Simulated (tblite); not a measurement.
Species: C3H12Ge2S.
SMILES with atom numbers: `[CH3:1][CH2:2][Ge@H:3]([CH3:4])[S:5][GeH3:6]` (hydrogens: H7, H8, H9 on C1; H10, H11 on C2; H12 on Ge3; H13, H14, H15 on C4; H16, H17, H18 on Ge6)

Computed with GFN2-xTB (tblite), gas phase: L-BFGS steps from a force-field or distance-geometry start until the largest atomic force falls under 0.01 eV/Å.

Step 30: E = -535.4368 eV
```
atom  x, y, z in Å  |  force x, y, z in eV/Å
C1     -1.3317   -1.6566   -0.0917    0.006   0.001   0.015
C2     -0.5458   -0.8949    0.9655    0.011   0.014   0.018
Ge3    -0.0517    0.9477    0.3619    0.037  -0.023  -0.008
C4     -1.6043    2.1320    0.0424    0.010  -0.004   0.007
S5      1.0870    0.7915   -1.5667    0.033   0.030  -0.010
Ge6     2.8326   -0.3483   -0.8788   -0.025   0.017  -0.012
H7     -0.7352   -1.7785   -0.9957   -0.003   0.022   0.004
H8     -2.2415   -1.1186   -0.3550    0.004  -0.013   0.006
H9     -1.6095   -2.6463    0.2668   -0.004  -0.001   0.011
H10     0.3672   -1.4397    1.2166   -0.017   0.001   0.018
H11    -1.1293   -0.7984    1.8819   -0.017  -0.030  -0.012
H12     0.8809    1.5900    1.3954   -0.008  -0.010   0.002
H13    -1.2791    3.1174   -0.2785    0.006  -0.002  -0.007
H14    -2.1712    2.2374    0.9632   -0.023   0.008  -0.016
H15    -2.2549    1.7203   -0.7245    0.014  -0.004   0.003
H16     2.4921   -1.7684   -0.5153   -0.010  -0.013  -0.014
H17     3.7993   -0.3594   -2.0206    0.004  -0.003  -0.013
H18     3.4865    0.2792    0.3214   -0.018   0.011   0.008
```

Step 31: E = -535.4371 eV
```
atom  x, y, z in Å  |  force x, y, z in eV/Å
C1     -1.3313   -1.6570   -0.0908    0.002  -0.003   0.008
C2     -0.5458   -0.8948    0.9662   -0.002  -0.008   0.011
Ge3    -0.0525    0.9461    0.3634    0.052   0.013  -0.031
C4     -1.6035    2.1325    0.0418    0.005  -0.005   0.005
S5      1.0887    0.7931   -1.5661    0.012   0.036   0.003
Ge6     2.8323   -0.3481   -0.8798   -0.010   0.006  -0.009
H7     -0.7348   -1.7781   -0.9952   -0.007   0.021   0.008
H8     -2.2415   -1.1194   -0.3538    0.006  -0.016   0.005
H9     -1.6087   -2.6471    0.2676    0.000   0.006   0.008
H10     0.3664   -1.4401    1.2173   -0.006  -0.001   0.024
H11    -1.1303   -0.7987    1.8816   -0.019  -0.028   0.001
H12     0.8781    1.5897    1.3980   -0.006  -0.013   0.001
H13    -1.2785    3.1181   -0.2796    0.010  -0.011  -0.004
H14    -2.1717    2.2385    0.9618   -0.022   0.008  -0.015
H15    -2.2535    1.7206   -0.7255    0.012  -0.005   0.002
H16     2.4922   -1.7691   -0.5174   -0.010  -0.006  -0.015
H17     3.7989   -0.3583   -2.0222    0.001  -0.004  -0.008
H18     3.4869    0.2782    0.3210   -0.018   0.009   0.007
```

Step 32: E = -535.4374 eV
```
atom  x, y, z in Å  |  force x, y, z in eV/Å
C1     -1.3308   -1.6574   -0.0898   -0.002  -0.005   0.000
C2     -0.5458   -0.8947    0.9672   -0.015  -0.026   0.003
Ge3    -0.0522    0.9446    0.3643    0.049   0.046  -0.043
C4     -1.6023    2.1328    0.0413    0.002  -0.007   0.001
S5      1.0907    0.7956   -1.5659   -0.010   0.041   0.010
Ge6     2.8316   -0.3476   -0.8811    0.011  -0.008  -0.003
H7     -0.7345   -1.7771   -0.9945   -0.008   0.016   0.010
H8     -2.2414   -1.1203   -0.3523    0.004  -0.015   0.004
H9     -1.6078   -2.6479    0.2685    0.004   0.011   0.004
H10     0.3653   -1.4407    1.2188    0.007  -0.005   0.029
H11    -1.1317   -0.7993    1.8813   -0.020  -0.021   0.014
H12     0.8751    1.5892    1.4009    0.000  -0.014   0.001
H13    -1.2779    3.1186   -0.2808    0.015  -0.020   0.000
H14    -2.1724    2.2395    0.9600   -0.017   0.007  -0.013
H15    -2.2516    1.7207   -0.7265    0.011  -0.006   0.000
H16     2.4918   -1.7698   -0.5198   -0.009   0.003  -0.017
H17     3.7987   -0.3573   -2.0239   -0.003  -0.004  -0.001
H18     3.4863    0.2775    0.3206   -0.019   0.006   0.003
```

Step 33: E = -535.4378 eV
```
atom  x, y, z in Å  |  force x, y, z in eV/Å
C1     -1.3302   -1.6581   -0.0883   -0.005  -0.005  -0.007
C2     -0.5460   -0.8951    0.9687   -0.022  -0.032  -0.005
Ge3    -0.0508    0.9432    0.3649    0.025   0.068  -0.040
C4     -1.6004    2.1332    0.0404   -0.001  -0.009  -0.004
S5      1.0934    0.8000   -1.5654   -0.029   0.045   0.012
Ge6     2.8308   -0.3472   -0.8831    0.033  -0.023   0.003
H7     -0.7341   -1.7754   -0.9935   -0.008   0.007   0.009
H8     -2.2414   -1.1220   -0.3500   -0.002  -0.011   0.002
H9     -1.6064   -2.6489    0.2698    0.009   0.011  -0.001
H10     0.3639   -1.4419    1.2216    0.018  -0.006   0.032
H11    -1.1340   -0.8003    1.8811   -0.017  -0.010   0.024
H12     0.8707    1.5881    1.4055    0.013  -0.013   0.002
H13    -1.2766    3.1191   -0.2826    0.020  -0.027   0.005
H14    -2.1735    2.2411    0.9572   -0.008   0.003  -0.010
H15    -2.2485    1.7206   -0.7280    0.009  -0.009  -0.005
H16     2.4910   -1.7708   -0.5238   -0.009   0.014  -0.020
H17     3.7983   -0.3558   -2.0263   -0.007  -0.004   0.006
H18     3.4850    0.2766    0.3201   -0.018   0.001  -0.001
```

Q: Estimate the geometry and energy of step 34. (The exact step hangs on the optimiser's Hessian estimate; all steps are aligned on step 33, rigid shifts and turns removed.)

A: E = -535.4383 eV, largest force 0.067 eV/Å
```
atom  x, y, z in Å  |  force x, y, z in eV/Å
C1     -1.3295   -1.6592   -0.0866   -0.005  -0.001  -0.009
C2     -0.5465   -0.8960    0.9705   -0.018  -0.021  -0.008
Ge3    -0.0489    0.9427    0.3652   -0.010   0.064  -0.018
C4     -1.5981    2.1335    0.0391   -0.006  -0.010  -0.009
S5      1.0960    0.8061   -1.5642   -0.032   0.041   0.010
Ge6     2.8305   -0.3470   -0.8856    0.040  -0.026   0.007
H7     -0.7338   -1.7733   -0.9921   -0.006  -0.005   0.003
H8     -2.2415   -1.1245   -0.3471   -0.011  -0.005  -0.001
H9     -1.6043   -2.6502    0.2715    0.012   0.003  -0.007
H10     0.3625   -1.4433    1.2257    0.019  -0.004   0.030
H11    -1.1371   -0.8016    1.8814   -0.010   0.001   0.025
H12     0.8648    1.5866    1.4120    0.030  -0.009   0.002
H13    -1.2743    3.1192   -0.2850    0.025  -0.028   0.007
H14    -2.1749    2.2431    0.9534    0.001  -0.001  -0.006
H15    -2.2446    1.7205   -0.7303    0.005  -0.012  -0.012
H16     2.4899   -1.7717   -0.5294   -0.010   0.021  -0.021
H17     3.7977   -0.3538   -2.0294   -0.007  -0.004   0.010
H18     3.4835    0.2751    0.3193   -0.015  -0.004  -0.004
```

The energy changes by -0.0005 eV. The first-order estimate −F·Δx gives -0.0007 eV and the mean of the old and new forces, exact on a quadratic surface, -0.0005 eV. The step makes an angle of 74° with the force vector and moves no atom by more than 0.009 Å.

What follows is the cost of the whole relaxation. The run took 1.3 s on one thread of an Arm Neoverse N1, shared host.
